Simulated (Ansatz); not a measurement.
HClSSi, SMILES `S[Si]Cl` (lower singlet; H–S–Si–Cl torsion 0°) (charge 0, multiplicity 1). This singlet lies 2.00 eV below the relaxed triplet at the level frozen-core CCSD(T)/cc-pVTZ // PBE0-D3(BJ)/def2-TZVP (Ansatz, an electronic-structure program).

Cartesian coordinates (Å):
```xyz
4

S     -1.3092     0.5160     0.0129
Si     0.7575     1.0862     0.0070
Cl     1.6933    -0.7839    -0.0180
H     -1.1416    -0.8182    -0.0019
```
Charge 0, spin multiplicity 1.

The restricted HF start is unstable towards unrestricted orbitals.

Problem. Give the natural occupations of the active orbitals, the CASSCF energy and the corrected energy for Ansatz with frozen-core fic-MRCISD+Q@CASSCF(2e,2o)/cc-pVTZ // PBE0-D3(BJ)/def2-TZVP.

Solution. 
```yaml
natural_occupations: 1.92, 0.08
CASSCF energy: -1146.6660 Ha
corrected_energy: -1147.1547 Ha
weight_of_the_reference: 0.861
```
